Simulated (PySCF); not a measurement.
Compounds:

A. `InChI=1S/C6H12N2Si/c1-6-4-7-8(5-6)9(2)3/h4-5,9H,1-3H3`
B. N-isopropylacetamide
C. SMILES OCc1cc(Cl)no1
D. SMILES CCn1ncc(C=O)n1

Spectrum 1. $^{1}$H NMR (400 MHz, computed): δ 6.60 (s, 1H), 5.07 (s, 2H), 0.78 (br s, 1H). $^{13}$C{$^{1}$H} NMR (computed): δ 183.2 (C), 164.5 (C), 113.4 (CH), 62.1 (CH2).

Spectrum 2. $^{1}$H NMR (400 MHz, computed): δ 7.78 (m, 1H), 7.36 (m, 1H), 5.27 (sept, 1H), 2.29 (s, 3H), 0.45 (d, 6H). $^{13}$C{$^{1}$H} NMR (computed): δ 149.0 (CH), 137.3 (CH), 121.9 (C), 11.1 (CH3), -0.7 (CH3).

Spectrum 3. $^{1}$H NMR (400 MHz, computed): δ 10.38 (s, 1H), 8.24 (s, 1H), 4.59 (q, 2H), 1.54 (t, 3H). $^{13}$C{$^{1}$H} NMR (computed): δ 189.3 (CH), 153.0 (C), 140.7 (CH), 52.2 (CH2), 19.4 (CH3).

Spectrum 4. $^{1}$H NMR (400 MHz, computed): δ 4.53 (d of sept, J = 11.9, 7.0 Hz, 1H), 4.09 (br, 1H), 1.85 (s, 3H), 1.07 (d, J = 7.0 Hz, 6H). $^{13}$C{$^{1}$H} NMR (computed): δ 167.2 (C), 41.3 (CH), 25.9 (CH3), 24.6 (CH3).

Equivalent nuclei averaged, non-relativistic Hamiltonian, in vacuum, one computed conformer. Couplings computed with B3LYP/pcJ-1 (spin–dipole term left out of most H,H and C,H couplings); shieldings: GIAO PBE0/pcSseg-1; geometry from GFN2-xTB; PySCF.

References, each an isolated molecule treated in the same way: $^{1}$H, $^{13}$C vs TMS. Multiplet labels drop J under 1 Hz and among equivalent protons, and merge close values. Unscaled 3J(H,H) run several per cent high. Where no couplings were computed, multiplicities follow the n + 1 count of equivalent neighbours, and m marks all less simple cases (inequivalent or close neighbours, rings, F or P nearby). Vicinal couplings that depend on rotamer populations or ring flexing (ring, CH–CH, X–H and H–F types) are those of the one conformer. Acid and N–H amide carbonyl carbons lie up to 10 ppm further downfield in solution (hydrogen bonding). Shifts are as computed. Against solution values, carbons near 30 ppm lie about +3 ppm off and those near 130 ppm about +5 ppm; carbons on Cl a further +6 ppm. Of 1211 compounds with measured shifts, 218 miss one by over three times the rms of a fit or turn the order of signals round; such compounds aren't used in these exercises. Carbons bonded to Cl come out too deshielded. OH and NH positions are gas-phase values without hydrogen bonding to other molecules.

Task: Match each spectrum to its structure.

Result: 1–C, 2–A, 3–D, 4–B.

- Spectrum 1 (C): 4 $^{13}$C signals; δC 62.1 is an sp3 CH2 bonded to O, on an aromatic ring; δH 6.60 is the hydrogen on an aromatic CH.
- Spectrum 2 (A): 5 $^{13}$C signals; δC 149.0 is an aromatic CH next to a ring nitrogen; δC 11.1 is a methyl carbon on an aromatic ring.
- Spectrum 3 (D): 5 $^{13}$C signals; δC 189.3 is an aldehyde carbonyl carbon; δC 140.7 is an aromatic CH next to a ring nitrogen.
- Spectrum 4 (B): 4 $^{13}$C signals; δC 167.2 is an amide carbonyl carbon; δC 41.3 is an sp3 CH bonded to N.
